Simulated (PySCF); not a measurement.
**Oxygen: a sound run and one with changed settings**

Sound run: O⁺ [He] 2s2 2p3, O²⁺ [He] 2s2 2p2. All numbers are calculated (PySCF 2.14, the spin-free X2C one-electron Hamiltonian (Gaussian nucleus), in cc-pVTZ-DK). In the sound run the correlated levels freeze 1s2. The sound run starts from symmetry-adapted Hartree-Fock orbitals and uses a fine grid where one is needed.

Changed run: basis STO-3G, all-electron and non-relativistic. This setting is unsound on purpose.

```tsv
species	method	sound run (hartree)	changed run (hartree)	converged
O⁺	UHF	-74.42286	-73.44358	yes
O⁺	M06-2X	-74.61613	-73.62634	yes
O⁺	BP86	-74.61520	-73.59914	yes
O⁺	MP2	-74.52055	-73.44358	yes
O²⁺	UHF	-73.15288	-72.10797	yes
O²⁺	M06-2X	-73.32620	-72.27327	yes
O²⁺	BP86	-73.31918	-72.24789	yes
O²⁺	MP2	-73.22769	-72.11973	yes
O²⁺	CCSD(T)	-73.25061	-72.12986	yes
```

Ionisation energy of O⁺:

| method | sound run (eV) | changed run (eV) |
| --- | --- | --- |
| UHF | 34.558 | 36.344 |
| M06-2X | 35.101 | 36.819 |
| BP86 | 35.266 | 36.769 |
| MP2 | 35.180 | 36.024 |
| SCS-MP2 | 34.925 | 35.960 |

A minimal basis cannot let orbitals breathe on ionisation and holds almost no correlation. The Hamiltonian changed with the basis, so the totals do not compare.

For comparison, NIST gives 35.121 eV between the lowest levels.
